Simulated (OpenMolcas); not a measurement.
## Rb: effect of the active space

```
Program             : OpenMolcas 26.06
Method              : CASSCF
Basis               : ANO-RCC-VQZP
Scalar Hamiltonian  : DKH2, point nucleus
Spin-orbit coupling : RASSI with atomic mean-field integrals over the reference wave functions, term energies averaged over their components
```

A. 1 electron in 4 orbitals (5s 5p); 2S+1 = 2 even, 1 root; 2S+1 = 2 odd, 3 roots; cost roughly 6 core-seconds
B. 1 electron in 8 orbitals (5s 5p 6s 6p); 2S+1 = 2 even, 1 root; 2S+1 = 2 odd, 3 roots; cost about 8 core-seconds
C. 1 electron in 9 orbitals (4d 5s 5p); 2S+1 = 2 even, 1 root; 2S+1 = 2 odd, 3 roots; cost roughly 7 core-seconds

Energies in eV above 5s 2S 1/2, the measured ground level; measured values from NIST Handbook of Basic Atomic Spectroscopic Data.

| Level | A | B | C | Measured |
| --- | --- | --- | --- | --- |
| 5s 2S 1/2 | 0.0000 | 0.0000 | 0.0000 | 0.0000 |
| 5p 2P* 1/2 | 1.3314 | 1.3314 | 1.3314 | 1.5596 |
| 5p 2P* 3/2 | 1.3481 | 1.3481 | 1.3481 | 1.5890 |

Deviations, from unrounded energies. A percentage is the sum of absolute deviations over the sum of measured energies, with the sign that they share, or ± where signs differ.

| Against measurement | Levels | A | B | C |
| --- | --- | --- | --- | --- |
| mean absolute deviation (cm-1) | 2 | 1900 | 1900 | 1900 |
| other configurations (%) | 2 | -14.9 | -14.9 | -14.9 |

A, B, C lie about equally close to measurement. The largest miss of B in the table is 5p 2P* 3/2, by -1900 cm-1. The ranking rests on the paired levels alone, and a cruder setting can come out closer through cancelling errors.

Among A to C no level of the table moves by more than 5 cm-1.

ANO sets are built for ground and valence states and can reach diffuse excited orbitals poorly. With one active electron the reference holds no correlation, so core polarisation is missing. With one active electron outside closed inactive shells, the extra shells (6p 6s) add no correlation to the reference (holds for B). No level of 4d was computed, though it lies in the active space (holds for C). Measured partners are found by configuration, term and J. A level has none where our copy of the source lacks it or the pairing is in doubt (some pairs that miss far off the trend of their configuration count as doubtful), and it then counts in no deviation. Only configurations of the active space appear.

* marks odd parity.
